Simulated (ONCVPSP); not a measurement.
# gold, ONCV: configuration errors across variants

Au, optimised norm-conserving Vanderbilt (ONCV), made with ONCVPSP 4.0.1 (PBE, fully relativistic). Core [Kr] 4d10 4f14, reference 5s2 5p6 5d10 6s0.5 6p0.5. Waves: 5s+6s: rc 1.65 bohr, ncon 5, nbas 9, qcut 6.4 1/bohr, 2 projectors; 5p+6p: rc 1.55 bohr, ncon 3, nbas 7, qcut 9.1 1/bohr, 2 projectors; 5d: rc 2.30 bohr, ncon 4, nbas 9, qcut 5.6 1/bohr, 2 projectors, debl 1.7 Ha. Local part: polynomial inside 1.35 bohr (lpopt 5, dvloc0 3 Ha). Core correction: Teter function fitted to the true core (icmod 2), fcfact 0.25.

Open shells are filled in proportion to 2j + 1.

All-electron excitation energies from the reference (eV): (1) 5s2 5p6 5d10 6s1 6p0 -2.531; (2) 5s2 5p6 5d10 6s0 6p0 6.896; (3) 5s2 5p6 5d9 6s1 6p0 9.623.

1 further variants failed, have other tests or too few solved ones, and are left out.

Errors AE − PS in meV (a dash: test not solved or not reliable):

| change | (1) | (2) | (3) | bound ghosts | GHOST(+) flags above zero |
| --- | --- | --- | --- | --- | --- |
| base | -0.1 | +0.9 | +17 | none | d5/2 |
| s: qcut 7.3; p: qcut 10.4; d: qcut 6.4 | -0.1 | +0.5 | +9.0 | none | none |
| d: rc 1.82 | -0.3 | 0.0 | +0.5 | none | d5/2 |

**Question.** Give the same row for: core correction none.

**Answer.** +0.1, +1.2, +17; bound ghosts: none; GHOST(+) flags above zero: d5/2.
